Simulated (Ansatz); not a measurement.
Born–Oppenheimer molecular dynamics of AlF2H5OSi (10 atoms, charge 0, multiplicity 1). It starts at the highest image of a converged band, a first-order saddle point between two minima.

Method: Ansatz 0.2.0, RKS PBE0-D4/def2-SVP.

```json
{
  "ensemble": "NVE (velocity Verlet)",
  "time step": "0.5 fs",
  "steps asked": "200",
  "starting velocities drawn for": "300 K",
  "seed": "4518"
}
```

First frame:

```xyz
10
Properties=species:S:1:pos:R:3
Al 0.675 -1.019 -0.251
O 0.858 0.138 -1.633
F -0.337 -2.281 -0.620
F 2.037 -1.252 0.662
H 0.108 0.642 -0.721
Si -0.734 0.826 0.956
H 0.423 -0.009 -2.485
H -0.864 -0.232 2.016
H -0.052 2.006 1.562
H -2.115 1.181 0.514
```

(1) What does the run give?

(2) What happens to the structure?

(3) How do temperature and energy run in time?

## Answers

(1) All steps were run.

```json
{"steps done": "200", "time covered": "100 fs", "mean temperature over the second half": "919 K", "spread of the potential energy over the second half": "10.7 meV per atom", "mean potential energy of the second half above the start": "-64.0 meV per atom"}
```

The conserved energy stayed within 0.21 meV per atom of its start (net change 0.093 meV per atom), so the integration is sound. The system heated up, since it started high on the potential surface and ran downhill. A run of 0.1 ps of so small a system gives no equilibrium averages. The orbitals stay closed-shell, which can raise the energy where a bond breaks towards radicals; this wasn't checked here.

(2) The step under study would form Al1–Si6, O2–H5 and break Al1–O2, H5–Si6. These pairs go: Al1–Si6 2.62 → 4.26 Å, O2–H5 1.28 → 4.24 Å, Al1–O2 1.81 → 1.75 Å, H5–Si6 1.89 → 1.64 Å. In the last frame they stand as before the step (other bonds may differ from the relaxed reactants and products). Also parted: Al1–H5 1.82 → 3.07 Å. It ends as AlF2HO + H4Si. Pairs count as bonded within 1.25 times the sum of covalent radii (0.12 Å more for H–H). The details hang on the random start.

(3) 
```json
{"time (fs)": "0.0", "T (K)": "300", "potential energy less start (eV)": "0.000", "conserved less start (meV/atom)": "0.00"}
{"time (fs)": "5.0", "T (K)": "224", "potential energy less start (eV)": "0.079", "conserved less start (meV/atom)": "0.06"}
{"time (fs)": "10.0", "T (K)": "394", "potential energy less start (eV)": "-0.096", "conserved less start (meV/atom)": "0.08"}
{"time (fs)": "15.0", "T (K)": "591", "potential energy less start (eV)": "-0.301", "conserved less start (meV/atom)": "0.02"}
{"time (fs)": "20.0", "T (K)": "795", "potential energy less start (eV)": "-0.513", "conserved less start (meV/atom)": "-0.07"}
{"time (fs)": "25.0", "T (K)": "929", "potential energy less start (eV)": "-0.651", "conserved less start (meV/atom)": "-0.05"}
{"time (fs)": "30.0", "T (K)": "994", "potential energy less start (eV)": "-0.717", "conserved less start (meV/atom)": "0.07"}
{"time (fs)": "35.0", "T (K)": "1121", "potential energy less start (eV)": "-0.849", "conserved less start (meV/atom)": "0.01"}
{"time (fs)": "40.0", "T (K)": "1146", "potential energy less start (eV)": "-0.875", "conserved less start (meV/atom)": "0.02"}
{"time (fs)": "45.0", "T (K)": "1005", "potential energy less start (eV)": "-0.728", "conserved less start (meV/atom)": "0.08"}
{"time (fs)": "50.0", "T (K)": "1040", "potential energy less start (eV)": "-0.765", "conserved less start (meV/atom)": "-0.01"}
{"time (fs)": "55.0", "T (K)": "1027", "potential energy less start (eV)": "-0.751", "conserved less start (meV/atom)": "0.05"}
{"time (fs)": "60.0", "T (K)": "1046", "potential energy less start (eV)": "-0.772", "conserved less start (meV/atom)": "0.00"}
{"time (fs)": "65.0", "T (K)": "962", "potential energy less start (eV)": "-0.685", "conserved less start (meV/atom)": "-0.03"}
{"time (fs)": "70.0", "T (K)": "857", "potential energy less start (eV)": "-0.575", "conserved less start (meV/atom)": "0.08"}
{"time (fs)": "75.0", "T (K)": "991", "potential energy less start (eV)": "-0.715", "conserved less start (meV/atom)": "-0.04"}
{"time (fs)": "80.0", "T (K)": "892", "potential energy less start (eV)": "-0.613", "conserved less start (meV/atom)": "-0.05"}
{"time (fs)": "85.0", "T (K)": "717", "potential energy less start (eV)": "-0.430", "conserved less start (meV/atom)": "0.09"}
{"time (fs)": "90.0", "T (K)": "908", "potential energy less start (eV)": "-0.629", "conserved less start (meV/atom)": "-0.04"}
{"time (fs)": "95.0", "T (K)": "953", "potential energy less start (eV)": "-0.676", "conserved less start (meV/atom)": "-0.08"}
{"time (fs)": "100.0", "T (K)": "735", "potential energy less start (eV)": "-0.449", "conserved less start (meV/atom)": "0.09"}
```

Run time: 4.5 min on 2 threads of Intel(R) Xeon(R) 6975P-C (Granite Rapids), on a shared host, peak memory 0.24 GiB.
